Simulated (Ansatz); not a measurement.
`[SiH3][O][Cd][O][SiH3]` + `FCCCl` → `FCC([SiH3])Cl` + `[OH][Cd][O][SiH3]`  (formal exchange of groups at the Si–O bond)

Calculated with Ansatz (gas phase, PBE0-D4/def2-TZVP geometries, no zero-point term in ΔE). CCSD(T)/CBS is the MP2 limit (def2-TZVPP, def2-QZVPP) plus CCSD(T) − MP2 in def2-TZVPP, frozen cores. This one scheme is used for every species. DFT in def2-TZVPP. B3LYP here is the variant with VWN-RPA as its local correlation; programs differ in this. def2 core potentials past Kr. For Cd outer-core shells are correlated without core-valence functions, which leaves a few kJ/mol of doubt a bond. Each species was taken in one conformer, which may not be the lowest.

CCSD(T)/CBS gives +116.9 kJ/mol.

**Question.** Another level gave +117.1 kJ/mol. Which?
A. PBE0/def2-TZVPP
B. CCSD/def2-TZVPP
C. B3LYP-D4/def2-TZVPP
D. PBE/def2-TZVPP

**Answer.** C. B3LYP-D4 117.1, CCSD/def2-TZVPP 125.5, PBE 102.8, PBE0 113.0 kJ/mol.

Largest T1 diagnostic among the species: 0.016.

The D4 term adds −6.0 kJ/mol with B3LYP and −3.1 kJ/mol with PBE0; it sums over pairs of atoms, weighted by their polarisabilities, and B3LYP, whose exchange is more repulsive, gets the larger term. From PBE to PBE0 (25 % exact exchange), in def2-TZVPP and without D4, ΔE moves by +10.2 kJ/mol. In def2-TZVPP, CCSD(T) changes the Hartree–Fock value by −33.0 kJ/mol (the triples alone add −4.8 kJ/mol) and MP2 by −32.8 kJ/mol.
